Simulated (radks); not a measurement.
Spherical quantum dot in the effective-mass picture: electrons in a parabolic well V = omega^2 r^2 / 2 with omega = 1.2, with a point charge +1 (a donor) at the centre, all in effective atomic units (hartree* = m*/eps^2 hartree, bohr* = eps/m* bohr), one dielectric constant everywhere. Method: non-relativistic Kohn-Sham, PBE, spin-polarised, spherical densities; computed with a radial shooting solver with Libxc functionals. Levels are named by radial order and angular momentum (1s, 1p, 1d, 2s, ...), and open shells are averaged over m.

N = 14, configuration 1s2 1p6 1d(up 4, down 0) 2s2. This is the lowest configuration that the search found. Occupied and some empty levels:

level,occupation,eigenvalue (hartree*),<r> (bohr*)
1s up,1,8.4148,1.219
1s down,1,8.4613,1.186
1p up,3,9.2446,1.712
1p down,3,9.3320,1.697
2s up,1,9.9225,1.689
2s down,1,9.9890,1.710
1d up,4,10.022,1.983
1d down,0,10.122,1.982
1f up,0,10.856,2.195
1f down,0,10.957,2.202
2p up,0,11.027,1.967
2p down,0,11.086,1.976
1g up,0,11.744,2.379
1g down,0,11.839,2.390

Energy (hartree*): total 83.6982, kinetic 16.599, external 23.133, Hartree 51.048, exchange-correlation -7.0824.

Electron density:

r (bohr*),n(r) (e/bohr*^3)
0.165,1.329
0.348,0.9131
0.532,0.6379
0.715,0.4667
0.898,0.3698
1.08,0.3207
1.26,0.2961
1.45,0.2769
1.63,0.2513
1.82,0.2145
2.00,0.1694
2.18,0.1223
2.37,0.07994
2.55,0.04743
2.73,0.02544
2.92,0.01245
3.10,0.005529
3.28,0.002240
3.47,0.0008232
3.65,0.0002732
